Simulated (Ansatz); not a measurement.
The cluster ZnCl2⁻. Charge -1, multiplicity 2. Geometry r2SCAN-D4/def2-TZVPD, basis def2-TZVPD, Ansatz.

```
atom   x (Å)   y (Å)   z (Å)
 Zn1  -0.455  -0.658   0.045
 Cl2   1.492  -0.463   1.204
 Cl3  -1.037   1.121  -1.249
```

| run | HOMO (eV) | LUMO (eV) |
| --- | --- | --- |
| A | 0.41 | 1.39 |
| B | -2.27 | 3.57 |
| C | -0.17 | 1.99 |
| D | -1.11 | 2.84 |
| E | 0.31 | 1.05 |
| F | 0.15 | 1.73 |

The structure comes from a short search, and lower isomers may exist.

HOMO and LUMO are taken over both spins.

The runs used BHLYP, LDA (SPW92), PBE, r2SCAN, r2SCANh, ωB97M-V. Estimate which is which.

A PBE (0 % exact exchange); B ωB97M-V (range-separated); C r2SCANh (10 % exact exchange); D BHLYP (50 % exact exchange); E LDA (SPW92) (0 % exact exchange); F r2SCAN (0 % exact exchange). Exact exchange lowers occupied and raises empty levels; among semilocal functionals meta-GGAs tend to open the gap a little, and such runs are hard to tell apart. The gap grows from 0.73 eV (LDA (SPW92)) to 5.84 eV (ωB97M-V). At PBE-D4/def2-TZVPD, LDA (SPW92)/def2-TZVPD, r2SCAN-D4/def2-TZVPD the highest occupied level of the charge -1 doublet lies above zero (up to 0.41 eV). By energy differences its removal costs 2.27 eV (vertical, to the charge 0 singlet, at PBE-D4/def2-TZVPD); a positive level beside a positive removal energy at the same level points to self-interaction error.
